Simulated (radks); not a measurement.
Question: The erbium ion Er+, configuration [Xe] 4f12 6s1. Method: scalar-relativistic Kohn-Sham, r2SCAN, spin-polarised, spherical densities, finite nucleus; open shells are filled with parallel spins first (spin-orbit coupling, left out, can overturn this in heavy ions); meta-GGA in the generalised Kohn-Sham scheme; Fermi nuclear charge, rms radius 5.2516 fm; computed with a radial shooting solver on a logarithmic mesh with Libxc functionals. Some entries of the table are withheld. Estimate them.

orbital  occ.  eigenvalue (hartree)  <r> (bohr)
1s up       1             -2111.277     0.02037
1s down     1             -2111.277     0.02037
2s up       1             -355.7383     0.08644
2s down     1             -355.7380     0.08644
2p up       3             -314.5528     0.07673
2p down     3             -314.5524     0.07672
3s up       1             -80.22774      0.2251
3s down     1             -80.18686      0.2250
3p up       3             -67.63591      0.2243
3p down     3             -67.59498      0.2243
3d up       5             -51.85837      0.2039
3d down     5             -51.82688      0.2038
4s up       1             -16.22281      0.5084
4s down     1             -16.13584      0.5084
4p up       3             -12.06280      0.5391
4p down     3             -11.97637      0.5391
4d up       5              -6.46556      0.5840
4d down     5              -6.37913      0.5843
5s up       1              -2.22168       1.252
5s down     1              -2.18256       1.262
5p up       3              -1.25830       1.486
5p down     3              -1.23154       1.492
4f up       7                   (1)         (2)
6s up       1                   (3)       3.634
4f down     5                   (4)         (5)
6s down     0                   (6)       3.831

Answer: 
(1) 4f up eigenvalue (hartree): -0.38503
(2) 4f up <r> (bohr): 0.8151
(3) 6s up eigenvalue (hartree): -0.35141
(4) 4f down eigenvalue (hartree): -0.30806
(5) 4f down <r> (bohr): 0.8361
(6) 6s down eigenvalue (hartree): -0.28736
